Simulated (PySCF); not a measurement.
C4H10OSi, SMILES C[SiH2]C1COC1.

Geometry: PBE0-D3(BJ)/def2-SVP. This is a generated structure with no PubChem entry under its InChIKey; it may be hypothetical. The values are those of a single conformer.

Level of theory: TDA-LC-ωPBE/def2-SVPD (PySCF).

Vertical excitations. Isolated molecule, no solvent.

Computed excitation energies, oscillator strengths and character:
```
state  energy (eV)  λ (nm)      f                                                              main pairs
-----  -----------  ------  -----  ----------------------------------------------------------------------
S1            7.30     170  0.002  HOMO→LUMO+2 29 %, HOMO→LUMO+1 24 %, HOMO→LUMO+3 16 %, HOMO→LUMO+5 10 %
S2            7.85     158  0.010    HOMO→LUMO 35 %, HOMO→LUMO+1 19 %, HOMO→LUMO+5 15 %, HOMO→LUMO+3 14 %
S3            7.93     156  0.001    HOMO→LUMO+1 39 %, HOMO→LUMO 19 %, HOMO→LUMO+2 12 %, HOMO→LUMO+6 10 %
S4            8.48     146  0.001                     HOMO→LUMO+4 44 %, HOMO→LUMO+3 20 %, HOMO→LUMO+6 8 %
S5            8.75     142  0.004      HOMO−1→LUMO 35 %, HOMO→LUMO+5 25 %, HOMO→LUMO 7 %, HOMO→LUMO+2 6 %
S6            8.90     139  0.048                HOMO−1→LUMO+1 39 %, HOMO−1→LUMO+2 15 %, HOMO→LUMO+4 13 %
T1            6.90     180      0  HOMO→LUMO+2 23 %, HOMO→LUMO+3 19 %, HOMO→LUMO+5 16 %, HOMO→LUMO+1 11 %
T2            7.51     165      0      HOMO→LUMO+1 39 %, HOMO→LUMO 22 %, HOMO→LUMO+5 8 %, HOMO→LUMO+3 7 %
```
Triplets are in the Tamm–Dancoff approximation.
